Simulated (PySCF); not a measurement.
PySCF job for Zn(Me)(OSiH3) (CH₆OSiZn), SMILES [CH3][Zn][O][SiH3], PBE-D3(BJ)/def2-SVP. Geometry: PBE-D3(BJ)/def2-SVP. The structure was generated by enumeration; whether it is a known compound was not checked. The values are those of a single conformer.

```python
import numpy as np
from pyscf import gto, scf, dft, df
from pyscf.hessian import thermo

mol = gto.M(
    atom='''
    Zn   -0.41779539    0.32516746    0.61294160
    C    -1.69549142    1.35918023    1.60939167
    H    -2.12405773    0.75674864    2.43538062
    H    -2.52644512    1.69224226    0.95583765
    H    -1.21633483    2.25801855    2.04662314
    O     0.81141329   -0.67511061   -0.21693189
    Si    1.27045802   -0.99278170   -1.77575639
    H     0.15614548   -1.61037503   -2.59374512
    H     2.42634381   -1.95907338   -1.77778951
    H     1.71344029    0.25216231   -2.51486025
    ''',
    basis='def2-SVP',
    charge=0,
    spin=0,
    max_memory=1600,
    verbose=3,
)
mf = dft.RKS(mol, xc='pbe').density_fit(auxbasis='def2-universal-jkfit')
mf.disp = 'd3bj'
mf.grids.level = 3
mf.conv_tol = 1e-11
mf.max_cycle = 100
mf.kernel()

# [left out here: the lines that compute and print the analytic Hessian (its translational invariance restored by hand, since the grid's response is missing), thermochemistry and intensities]
```

Program output:

```
converged SCF energy = -2184.87409854546

WARN: DFTD3 does not support analytical Hessian, using finite difference


WARN: Mole.unit (angstrom) is changed to Bohr

Mode                                 0                   1                   2
Irrep
Freq [cm^-1]                      -18.4543             32.6316             68.5738
Reduced mass [au]                   1.0909              1.3794              3.7631
Force const [Dyne/A]               -0.0002              0.0009              0.0104
Char temp [K]                     -26.5516             46.9495             98.6624
Normal mode                   x     y     z       x     y     z       x     y     z
       0  Zn                -0.00 -0.01 -0.00   -0.01 -0.01 -0.00    0.03 -0.03  0.01
       1   C                 0.02  0.02  0.00    0.05  0.06  0.00   -0.04  0.04 -0.14
       2   H                 0.40  0.20  0.32    0.06  0.10  0.04   -0.11  0.09 -0.13
       3   H                -0.24 -0.40  0.12    0.04  0.06  0.02    0.02 -0.00 -0.23
       4   H                -0.08  0.29 -0.44    0.09  0.06 -0.05   -0.07  0.06 -0.16
       5   O                -0.03 -0.04 -0.00   -0.06 -0.08 -0.00    0.06 -0.05  0.07
       6  Si                 0.02  0.02  0.00    0.02  0.03  0.00   -0.07  0.06  0.01
       7   H                 0.00  0.18 -0.10    0.22 -0.37  0.04   -0.13  0.11  0.05
       8   H                -0.07 -0.09 -0.00    0.35  0.42  0.02   -0.07  0.06 -0.16
       9   H                 0.17  0.03  0.11   -0.40  0.15 -0.05   -0.14  0.11  0.05
Mode                                 3                   4                   5
Irrep
Freq [cm^-1]                      133.5096            149.0732            453.1366
Reduced mass [au]                   4.7405              5.4634              5.4615
Force const [Dyne/A]                0.0498              0.0715              0.6607
Char temp [K]                     192.0906            214.4832            651.9626
Normal mode                   x     y     z       x     y     z       x     y     z
       0  Zn                -0.05 -0.05 -0.00   -0.01  0.01 -0.07   -0.02  0.02  0.01
       1   C                 0.08  0.10  0.00    0.05 -0.05  0.07   -0.09  0.08  0.07
       2   H                 0.05  0.21  0.07    0.14 -0.12  0.06   -0.08  0.07  0.07
       3   H                 0.09  0.17  0.03   -0.02  0.01  0.19   -0.10  0.08  0.08
       4   H                 0.23  0.06 -0.08    0.10 -0.09  0.10   -0.09  0.07  0.08
       5   O                 0.09  0.10  0.00    0.06 -0.05  0.10    0.11 -0.10  0.03
       6  Si                 0.01  0.01  0.00   -0.03  0.02  0.06    0.04 -0.03 -0.07
       7   H                -0.05  0.03  0.07   -0.08  0.07  0.09   -0.02  0.03 -0.04
       8   H                -0.04 -0.04 -0.00   -0.03  0.03 -0.06    0.04 -0.02 -0.26
       9   H                 0.04 -0.04 -0.07   -0.08  0.06  0.09   -0.03  0.02 -0.04
Mode                                 6                   7                   8
Irrep
Freq [cm^-1]                      599.5222            695.1083            697.0493
Reduced mass [au]                   4.8440              1.2081              1.2130
Force const [Dyne/A]                1.0258              0.3439              0.3473
Char temp [K]                     862.5790           1000.1061           1002.8988
Normal mode                   x     y     z       x     y     z       x     y     z
       0  Zn                -0.05  0.04  0.04   -0.00 -0.01  0.01    0.01  0.00  0.01
       1   C                 0.13 -0.10 -0.10    0.03  0.09 -0.05   -0.08 -0.01 -0.08
       2   H                 0.15 -0.12 -0.11    0.35 -0.44 -0.26    0.27 -0.06  0.07
       3   H                 0.13 -0.11 -0.10   -0.22 -0.06  0.19   -0.31  0.37  0.43
       4   H                 0.14 -0.11 -0.10   -0.28  0.06  0.33    0.40 -0.26 -0.07
       5   O                 0.03 -0.03  0.03   -0.01 -0.02  0.00    0.01  0.01  0.00
       6  Si                 0.02 -0.01 -0.03    0.01  0.02 -0.00   -0.02 -0.01 -0.01
       7   H                -0.01  0.02 -0.02   -0.11 -0.03  0.20    0.13 -0.02 -0.19
       8   H                 0.02 -0.01 -0.17   -0.05 -0.05  0.06    0.02  0.03  0.11
       9   H                -0.02  0.01 -0.02    0.05 -0.14 -0.26    0.02  0.05  0.11
Mode                                 9                  10                  11
Irrep
Freq [cm^-1]                      701.9563            716.5445            909.4760
Reduced mass [au]                   1.2121              1.2632              1.0501
Force const [Dyne/A]                0.3519              0.3821              0.5117
Char temp [K]                    1009.9588           1030.9480           1308.5334
Normal mode                   x     y     z       x     y     z       x     y     z
       0  Zn                -0.00 -0.01 -0.00    0.01 -0.00 -0.00    0.00  0.00  0.00
       1   C                 0.04  0.04  0.00   -0.01  0.01 -0.01   -0.00 -0.00 -0.00
       2   H                 0.08 -0.19 -0.14    0.07 -0.04 -0.01   -0.00  0.00  0.00
       3   H                -0.01 -0.14 -0.04   -0.07  0.05  0.08    0.00  0.00  0.00
       4   H                -0.26  0.11  0.17    0.02 -0.03  0.03    0.00 -0.00 -0.00
       5   O                 0.04  0.05  0.00   -0.05  0.04 -0.05   -0.00 -0.00 -0.00
       6  Si                -0.03 -0.04 -0.00    0.03 -0.03  0.04    0.02  0.03  0.00
       7   H                 0.29  0.02 -0.47   -0.24  0.16  0.26    0.24 -0.35 -0.04
       8   H                 0.08  0.10  0.01    0.05 -0.01 -0.67   -0.49 -0.58 -0.02
       9   H                -0.05  0.26  0.48   -0.21  0.20  0.27   -0.39  0.17  0.03
Mode                                12                  13                  14
Irrep
Freq [cm^-1]                      917.2275            982.9681            991.6879
Reduced mass [au]                   1.0497              1.1131             12.0506
Force const [Dyne/A]                0.5203              0.6337              6.9825
Char temp [K]                    1319.6862           1414.2723           1426.8181
Normal mode                   x     y     z       x     y     z       x     y     z
       0  Zn                -0.00  0.00  0.00    0.01 -0.00 -0.00    0.01 -0.01 -0.01
       1   C                -0.00  0.00 -0.00   -0.00  0.00  0.00    0.00 -0.00 -0.00
       2   H                 0.01 -0.00 -0.00   -0.00  0.00  0.00   -0.03  0.03  0.01
       3   H                -0.00  0.00  0.00   -0.00  0.00 -0.00   -0.01  0.02  0.03
       4   H                 0.00 -0.00  0.00   -0.00  0.00  0.00   -0.04  0.01  0.02
       5   O                 0.00 -0.00 -0.01   -0.03  0.02  0.05   -0.09  0.07  0.17
       6  Si                 0.03 -0.02  0.01   -0.01  0.01  0.03    0.03 -0.02 -0.09
       7   H                -0.13  0.59 -0.26    0.33  0.01 -0.44   -0.09  0.03  0.05
       8   H                 0.01 -0.02  0.28    0.00  0.02 -0.54    0.02 -0.02  0.03
       9   H                -0.59  0.04 -0.29    0.07 -0.30 -0.45   -0.05  0.08  0.06
Mode                                15                  16                  17
Irrep
Freq [cm^-1]                     1163.7215           1380.4527           1381.4188
Reduced mass [au]                   1.2267              1.0528              1.0528
Force const [Dyne/A]                0.9788              1.1820              1.1837
Char temp [K]                    1674.3361           1986.1641           1987.5541
Normal mode                   x     y     z       x     y     z       x     y     z
       0  Zn                -0.00  0.00  0.00    0.00  0.00  0.00    0.00  0.00 -0.00
       1   C                 0.08 -0.07 -0.07    0.04  0.01  0.05    0.02  0.05 -0.03
       2   H                -0.28  0.41  0.12   -0.46 -0.29 -0.44   -0.30  0.22 -0.05
       3   H                -0.20  0.23  0.42   -0.21 -0.02  0.32   -0.32 -0.61  0.07
       4   H                -0.46  0.12  0.20    0.12  0.22 -0.50    0.34 -0.31  0.33
       5   O                 0.01 -0.01 -0.01   -0.00 -0.00 -0.00   -0.00 -0.00  0.00
       6  Si                -0.00  0.00  0.01    0.00 -0.00 -0.00   -0.00 -0.00  0.00
       7   H                 0.01 -0.00 -0.01    0.00  0.00  0.00    0.00 -0.00 -0.00
       8   H                -0.00  0.00 -0.01    0.00 -0.00  0.00    0.00  0.00 -0.00
       9   H                 0.00 -0.01 -0.01   -0.00  0.00 -0.00    0.00  0.00  0.00
Mode                                18                  19                  20
Irrep
Freq [cm^-1]                     2106.4893           2112.9421           2152.3922
Reduced mass [au]                   1.0501              1.0325              1.0384
Force const [Dyne/A]                2.7453              2.7160              2.8343
Char temp [K]                    3030.7691           3040.0532           3096.8132
Normal mode                   x     y     z       x     y     z       x     y     z
       0  Zn                -0.00 -0.00 -0.00    0.00 -0.00 -0.00    0.00 -0.00 -0.00
       1   C                 0.00  0.00 -0.00   -0.00  0.00 -0.00    0.00 -0.00  0.00
       2   H                 0.00 -0.00 -0.00   -0.00  0.00  0.00   -0.00  0.00  0.00
       3   H                 0.00 -0.00 -0.00   -0.00  0.00  0.00    0.00  0.00  0.00
       4   H                -0.00  0.00  0.00   -0.00  0.00  0.00   -0.00  0.00  0.00
       5   O                 0.00  0.00  0.00   -0.00  0.00  0.00   -0.00  0.00  0.00
       6  Si                -0.02 -0.03 -0.00    0.01 -0.01  0.02   -0.03  0.02  0.00
       7   H                 0.50  0.27  0.37   -0.52 -0.30 -0.38   -0.05 -0.01 -0.03
       8   H                -0.01 -0.02 -0.00   -0.05  0.04  0.00    0.75 -0.63  0.00
       9   H                 0.20  0.58 -0.35    0.21  0.56 -0.32    0.00  0.05 -0.03
Mode                                21                  22                  23
Irrep
Freq [cm^-1]                     2982.3995           3087.0586           3087.7256
Reduced mass [au]                   1.0333              1.1024              1.1023
Force const [Dyne/A]                5.4149              6.1899              6.1922
Char temp [K]                    4291.0088           4441.5900           4442.5496
Normal mode                   x     y     z       x     y     z       x     y     z
       0  Zn                -0.00  0.00  0.00    0.00  0.00 -0.00    0.00  0.00  0.00
       1   C                 0.03 -0.02 -0.03    0.02  0.07 -0.05    0.06  0.02  0.06
       2   H                -0.21 -0.32  0.42   -0.30 -0.41  0.57    0.04  0.05 -0.05
       3   H                -0.41  0.16 -0.35    0.25 -0.08  0.18   -0.53  0.22 -0.42
       4   H                 0.26  0.46  0.22   -0.20 -0.37 -0.19   -0.27 -0.51 -0.24
       5   O                 0.00 -0.00 -0.00    0.00  0.00 -0.00    0.00  0.00  0.00
       6  Si                -0.00  0.00  0.00    0.00  0.00 -0.00    0.00  0.00  0.00
       7   H                -0.00 -0.00 -0.00   -0.00 -0.00  0.00   -0.00 -0.00 -0.00
       8   H                 0.00 -0.00 -0.00   -0.00 -0.00  0.00   -0.00 -0.00 -0.00
       9   H                 0.00  0.00 -0.00   -0.00 -0.00  0.00   -0.00  0.00 -0.00
temperature 298.1500 [K]
pressure 101325.00 [Pa]
Rotational constants [GHz] 29.09863 1.39632 1.36552
Symmetry number 1
Zero-point energy (ZPE) 0.06266 [Eh]   164504.861 [J/mol]
                           tot       elec      trans        rot        vib
Entropy [J/mol/K]       355.814      0.000    169.212    109.466     77.135
Cv [J/mol/K]             90.568      0.000     12.472     12.472     65.624
Cp [J/mol/K]             98.882      0.000     20.786     12.472     65.624
Internal energy [J/mol]                      3718.434   3718.434 175191.281
Internal energy [Eh]   -2184.80454  -2184.87410
Enthalpy [J/mol]                             6197.391   3718.434 175191.281
Enthalpy [Eh]          -2184.80359
Gibbs free energy [J/mol]                  -44253.249 -28918.992 152193.469
Gibbs free energy [Eh] -2184.84400
mode   freq/cm-1   IR/(km/mol)
   1      -18.45         0.085
   2       32.63         0.295
   3       68.57         0.105
   4      133.51         7.997
   5      149.07         6.791
   6      453.14         6.300
   7      599.52        19.814
   8      695.11         9.014
   9      697.05        17.239
  10      701.96        87.219
  11      716.54        67.167
  12      909.48        74.272
  13      917.23        72.420
  14      982.97       157.237
  15      991.69       569.450
  16     1163.72         2.208
  17     1380.45         1.957
  18     1381.42         1.771
  19     2106.49       198.002
  20     2112.94       133.273
  21     2152.39       162.837
  22     2982.40         5.874
  23     3087.06         2.672
  24     3087.73         2.668
max |gradient| / (hartree/bohr): 4.888535763632437e-05
APT charges: [ 9.1780e-01 -2.5870e-01  1.0000e-04  5.3000e-03  1.4000e-03 -1.1645e+00
  1.4248e+00 -3.1340e-01 -2.9940e-01 -3.1340e-01]
```

Self-consistency was reached. The end point has an imaginary mode, so it is no minimum.

Cost: roughly 2.9 core-minutes.
